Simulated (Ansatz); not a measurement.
Reactions of CH$_{4}$GeO, SMILES `[CH3][Ge][OH]`.

Computed with Ansatz on PBE0-D4/def2-TZVP structures; ΔE is electronic, products minus reactants. CCSD(T)/CBS adds triple-zeta CCSD(T) − MP2 to the extrapolated MP2 energy (def2 sets, frozen cores). This one scheme is used for every species, atoms too. Functionals use def2-TZVPP. No spin–orbit coupling; open shells (•) take unrestricted orbitals. Spin–orbit coupling would lower the free atoms: a little for C, O; clearly for Ge. For Ge outer-core shells are correlated without core-valence functions, so the limit isn't a true one: a few kJ/mol of doubt a bond, and 10 to 20 or more in all where bonds break to atoms. Scalar relativity is left out up to krypton. Each species was taken in one conformer, which may not be the lowest.

```tsv
reaction	PBE0-D4 (kcal/mol)	B2PLYP (kcal/mol)	PBE-D4 (kcal/mol)
`[CH3][Ge][OH]` + HCl → `[CH3][Ge][Cl]` + H₂O	-11.7	-9.7	-10.6
`[CH3][Ge][OH]` → C• + Ge• + 4 H• + O•	581.7	579.8	596.0
`[CH3][Ge][OH]` + `CNC` → `C[N](C)[Ge][OH]` + CH₄	-22.7	-23.7	-23.8
`[CH3][Ge][OH]` + CH₃OH → `C[O][Ge][OH]` + CH₄	-28.4	-31.0	-29.4
```

Problem. Give the CCSD(T)/CBS values in the same order. (An estimate is asked.)

Solution. Computed: -10.7, 588.7, -23.5, -29.2 kcal/mol.

Largest T1 diagnostic: 0.015, for `C[O][Ge][OH]`.
